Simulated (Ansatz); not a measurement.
Species: C$_{5}$H$_{9}$B, SMILES `B/C(C)=C/C=C` (charge 0, multiplicity 1).

Q: Give a relaxed geometry from CAM-B3LYP-D3(BJ)/def2-TZVP (Ansatz, a quantum-chemistry and plane-wave program).

A: Several could match; the one computed here: the end point of this relaxation, one of several conformers (outside a Z-matrix the atoms follow the SMILES, hydrogens last).
Z-matrix (Å, degrees):
```
C
C 1 1.3504
H 1 1.0854 2 118.10
C 1 1.4492 3 115.48 2 -179.98
C 4 1.3293 1 122.71 3 0.01
H 5 1.0813 4 121.81 1 -179.99
H 4 1.0834 5 119.42 6 0.10
H 5 1.0834 6 117.04 4 -180.00
C 2 1.5095 1 121.30 3 -179.97
H 9 1.0880 2 110.84 1 -177.95
H 9 1.0920 10 107.54 2 -122.60
H 9 1.0923 10 107.48 11 -115.05
B 2 1.5287 1 116.84 3 -0.24
H 13 1.1932 2 119.48 1 0.36
H 13 1.1939 14 119.15 3 179.74
```
